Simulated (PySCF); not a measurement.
An unknown is described by computed data only.

Elements present: C, F, H and O. Monoisotopic mass: 164.0649 u.

* UV, strongest line: among the 10 lowest singlet transitions: S10 at 8.33 eV (149 nm, f = 0.043) [TDDFT CAM-B3LYP/def2-SVPD]
* Rotational structure: rotational constants A, B, C: 1.837, 0.811, 0.637 GHz [PBE0-D3(BJ)/def2-SVP]
* 13C NMR: chemical shifts (computed TMS as zero) by class: 210.9 (1 C), 117.3 (1 C), 75.8 (1 C), 67.2 (1 C), 54.6 (1 C), 47.1 (1 C), 10.3 (1 C) ppm [GIAO PBE0/pcSseg-1]
* Polarisability: 86.9 au [CAM-B3LYP/def2-SVPD]
* UV, first state: lowest singlet excitation: 4.39 eV (282 nm, f = 0.000) [TDDFT CAM-B3LYP/def2-SVPD]
* Dipole: 2.71 D [CAM-B3LYP/def2-SVPD]

Gas-phase values; electronic properties from PySCF, density fitting. Levels stand in brackets. Geometry: PBE0-D3(BJ)/def2-SVP, one conformer, isolated molecule. NMR values are class means; diastereotopic atoms form classes of their own.

Question: Which formula fits the mass and the elements?

Answer: C7H10F2O2 (calculated 164.0649). No other formula that holds each of these elements comes within 0.0003 u with a fitting electron parity and a possible valence count.

Question: Propose a structure and show how it fits.

Answer: Numbering: `[CH3:1][C@@H:2]1[CH2:3][O:4][CH2:5][C@H:6]([CH:7]([F:8])[F:9])[C:10]1=[O:11]`. Its formula, C7H10F2O2, gives 2 degrees of unsaturation: 1 ring and 1 π bond in the structure found. 7 carbons fall into 7 classes; from least to most shielded: ketone carbonyl carbon [C10] (210.9 ppm), CHF2 carbon [C7] (117.3 ppm), ring sp3 carbon bound to oxygen [C3] (75.8 ppm), ring sp3 carbon bound to oxygen [C5] (67.2 ppm), sp3 carbon next to a carbonyl [C6] (54.6 ppm), sp3 carbon next to a carbonyl [C2] (47.1 ppm), methyl carbon [C1] (10.3 ppm). The optimised geometry has point group C1 and is an asymmetric top. Structure: `C[C@@H]1COC[C@H](C(F)F)C1=O`. The assignments are read from this structure; whether some other isomer fits the data as well wasn't checked. The mirror image fits equally.
